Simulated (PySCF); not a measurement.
Bond stretch in SiC, triplet. Each curve is given relative to its own lowest point near equilibrium.

```
R / Å      A      B      C
-----  -----  -----  -----
1.27   640.7  652.0  706.0
1.36   330.0  338.0  389.1
1.45   143.1  149.6  192.5
1.55    38.3   43.6   69.7
1.60    14.5   18.2   34.9
1.66     1.7    3.3   10.3
1.71     0.0    0.0    1.0
1.77     5.2   20.0    0.0
1.82    13.8   35.3    5.7
1.89    30.2   60.3   20.9
1.98    56.3   94.5   48.8
2.12   102.6  147.5  101.5
2.30   164.9  254.4      —
2.56   251.4  330.0      —
2.85   324.8  367.0      —
3.04   352.6  379.0      —
3.43   380.0  391.4      —
3.74   389.0  396.3      —
4.16   394.4  399.9      —
4.58   396.7  401.9      —
5.09   397.9  403.2      —
6.00   398.7  404.0      —
6.91   399.0  404.2      —
```

Energies in kJ/mol.

Question: Match the curves with the methods CASSCF(8,8)/cc-pVTZ (PySCF); MP2 on UHF/cc-pVTZ, 6 core orbitals frozen (PySCF 2.14.0); unrestricted MP2 (frozen core)/6-31G*, spherical d (PySCF).

Answer: A is UMP2; B is UMP2/6-31G*; C is CASSCF(8,8).

A dash means that the run gave no value there, or that the column was ended at a point which the program doubted or which failed a test of continuity chosen for this set; such a test can also cut sound points.

The unrestricted solution behind UMP2/6-31G* changes between 2.12 and 2.30 Å, which can leave a kink. The unrestricted determinant behind UMP2/6-31G* is spin-contaminated at 1.45 to 6.91 Å (<S²> up to 3.0, against 2.00 for a pure triplet). The unrestricted determinant behind UMP2 is spin-contaminated at 1.45 to 6.91 Å (<S²> up to 3.1, against 2.00 for a pure triplet).
